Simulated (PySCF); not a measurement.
CH5N2S, SMILES NC([NH3+])=S, charge +1.

Geometry optimised at B3LYP-D3(BJ)/def2-SVP. The isomer is the one that the SMILES or the coordinates give; other isomers of the formula were not compared. One conformer was computed; it need not be the lowest.

All values below come from CAM-B3LYP/def2-TZVP (PySCF).

Symmetry labels are those of the subgroup Cs that the program uses (full group Cs).

**Question.** List the valence orbital energies around the gap with their symmetry. (Estimate from the structure and the level; the computed values follow.)

**Answer.** 
```csv
orbital,symmetry,energy (eV)
HOMO−7,A",-23.69
HOMO−6,A',-23.45
HOMO−5,A',-22.81
HOMO−4,A',-20.83
HOMO−3,A",-17.84
HOMO−2,A',-17.73
HOMO−1,A",-13.56
HOMO,A',-13.22
LUMO,A",-5.35
LUMO+1,A',-4.40
LUMO+2,A',-2.77
LUMO+3,A',-2.44
```
